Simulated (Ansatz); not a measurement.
A nudged elastic band was laid between two geometries of ClHOZn + H4Si (9 atoms, charge 0, multiplicity 1).

Level of theory: Ansatz 0.2.0, RKS B3LYP-D4/def2-SVP.

```yaml
movable_images: 1
climbing_image: yes
spring: 5.0 eV/Å²
optimiser: quadratic models (default)
start_path: through a guess of the saddle point
force_threshold: 0.05 eV/Å
iteration_limit: 60
end_points: relaxed
```

Initial state:

```xyz
9
Properties=species:S:1:pos:R:3
Zn 0.492 -0.028 0.439
Cl 1.878 -0.038 2.033
O -0.608 0.069 -0.972
H -0.362 -0.450 -1.748
Si -2.758 -0.548 0.924
H -2.576 -1.802 0.148
H -3.731 -0.809 2.027
H -3.243 0.585 0.099
H -1.466 -0.187 1.609
```

Final state:

```xyz
9
Properties=species:S:1:pos:R:3
Zn -0.813 -0.418 -0.402
Cl 0.509 0.437 2.059
O 0.744 -0.262 -1.277
H 0.705 -0.468 -2.220
Si -2.898 -0.627 0.669
H -3.886 -1.510 -0.025
H -2.713 -1.190 2.049
H -3.556 0.705 0.857
H -0.466 0.124 2.849
```

Task: Which bonds break or form, and what moves?

Result: Bonds broken: Zn1–Cl2, Si5–H9. Bonds formed: Zn1–Si5, Cl2–H9. ClHOZn + H4Si becomes ClH + H4OSiZn.

Task: What energy profile does the band end with?

Result: The run converged. The highest image is number 1 of 0 to 2, 1.83 eV above the first end and 0.82 eV above the last; the last end lies 1.01 eV above the first. Neighbouring images differ by up to 1.8 eV, so the band resolves the path poorly. Another band between the same ends (7 images) ends at a top of the same energy, where a vibrational analysis finds 1 clearly imaginary mode. So few images can step over the top or miss a turn of the path. The orbitals stay closed-shell, which can raise the energy where a bond breaks towards radicals; this wasn't checked here.

```
image  path coordinate (Å)  energy (eV)  Zn1–Cl2 (Å)  Si5–H9 (Å)  Zn1–Si5 (Å)
    0                 0.00         0.00         2.11        1.51         3.33
    1                 2.49         1.83         2.42        1.92         2.56
    2                 4.63         1.01         2.92        3.35         2.35
```

Task: What is the geometry of the highest image?

Result: 
```xyz
9
Properties=species:S:1:pos:R:3:forces:R:3
Zn -0.344 -0.212 0.044 0.00 0.00 0.01
Cl 0.593 -0.023 2.263 0.00 0.00 0.00
O 0.549 -0.108 -1.503 0.01 0.00 -0.01
H -0.021 -0.210 -2.276 0.00 0.00 0.00
Si -2.680 -0.540 1.030 0.00 0.00 0.00
H -3.111 -1.774 0.307 0.00 0.00 0.00
H -3.026 -0.702 2.472 0.00 0.00 0.00
H -3.421 0.639 0.495 0.00 0.00 0.00
H -0.915 -0.278 1.726 0.00 0.00 0.00
```

The band took 19 iterations and roughly 50 core-seconds.

Run time: 26 s on 2 threads of AMD EPYC 9R45 96-Core Processor (Zen 5) (shared host), peak memory 0.27 GiB.
